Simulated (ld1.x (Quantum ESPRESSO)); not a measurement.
Co, PAW: configuration errors across variants

Co (Z = 27), PAW, made with ld1.x (Quantum ESPRESSO) 7.5 (LDA (PZ), fully relativistic). Core [Ne], reference 3s2 3p6 3d6 4s0 4p0 (charge +3). Waves: 3s (bound): rcut 1.25, rcutus 1.55 bohr; 4s (bound, empty): rcut 1.25, rcutus 1.55 bohr; 3p (bound): rcut 1.10, rcutus 1.15 bohr; 4p (bound, empty): rcut 1.10, rcutus 1.15 bohr; 3d (bound): rcut 1.05, rcutus 1.30 bohr; 3d channel at 1.4 Ry: rcut 1.05, rcutus 1.30 bohr. Local part: all-electron potential smoothed inside 1.20 bohr (lloc = -1). Core correction: Bessel-smoothed model core, default radius (core density twice the valence density). Augmentation charge: PSQ, inside the norm-conserving radii.

Open shells are filled in proportion to 2j + 1 (rel_dist='average').

All-electron excitation energies from the reference (eV): (1) 3s2 3p6 3d7 4s2 4p0 -62.569; (2) 3s2 3p6 3d7 4s1 4p0 -53.273; (3) 3s2 3p6 3d7 4s0 4p0 -36.188; (4) 3s2 3p6 3d7 4s1 4p1 -58.140; (5) 3s2 3p6 3d7 4s0 4p2 -53.425.

Errors AE − PS in meV (a dash: test not solved or not reliable):

| change | (1) | (2) | (3) | (4) | (5) | bound ghosts |
| --- | --- | --- | --- | --- | --- | --- |
| base | -1.7 | +0.4 | +1.9 | +0.6 | +2.2 | not determined |
| wave 3d channel at 1.4 Ry: rcut 1.05, rcutus 1.30 bohr becomes 3d channel at -3.2 Ry: rcut 1.05, rcutus 1.30 bohr | -4.0 | -1.7 | +0.5 | -1.2 | +1.2 | not determined |
| wave 3d channel at 1.4 Ry: rcut 1.05, rcutus 1.30 bohr becomes 3d channel at -3.09 Ry: rcut 1.05, rcutus 1.30 bohr | -3.7 | -1.3 | +1.1 | -0.9 | +1.4 | not determined |
| wave 3d channel at 1.4 Ry: rcut 1.05, rcutus 1.30 bohr becomes 3d channel at -2.93 Ry: rcut 1.05, rcutus 1.30 bohr | -3.4 | -0.9 | +1.5 | -0.8 | +1.6 | not determined |
| wave 3d channel at 1.4 Ry: rcut 1.05, rcutus 1.30 bohr becomes 3d channel at -2.24 Ry: rcut 1.05, rcutus 1.30 bohr | -3.3 | -0.9 | +1.3 | -0.9 | +1.0 | not determined |
| wave 3d channel at 1.4 Ry: rcut 1.05, rcutus 1.30 bohr becomes 3d channel at -1.2 Ry: rcut 1.05, rcutus 1.30 bohr | -3.3 | -0.8 | +1.3 | -0.9 | +1.0 | not determined |
| wave 3d channel at 1.4 Ry: rcut 1.05, rcutus 1.30 bohr becomes 3d channel at -0.3 Ry: rcut 1.05, rcutus 1.30 bohr | -3.0 | -0.8 | +0.9 | -0.6 | +1.0 | not determined |
| wave 3d channel at 1.4 Ry: rcut 1.05, rcutus 1.30 bohr becomes 3d channel at 1.84 Ry: rcut 1.05, rcutus 1.30 bohr | -1.3 | +0.8 | +2.2 | +1.0 | +2.6 | not determined |

Q: Give the same row for: wave 3d channel at 1.4 Ry: rcut 1.05, rcutus 1.30 bohr becomes 3d channel at -2.7 Ry: rcut 1.05, rcutus 1.30 bohr.

A: -3.3, -0.8, +1.6, -0.7, +1.4; bound ghosts: not determined.
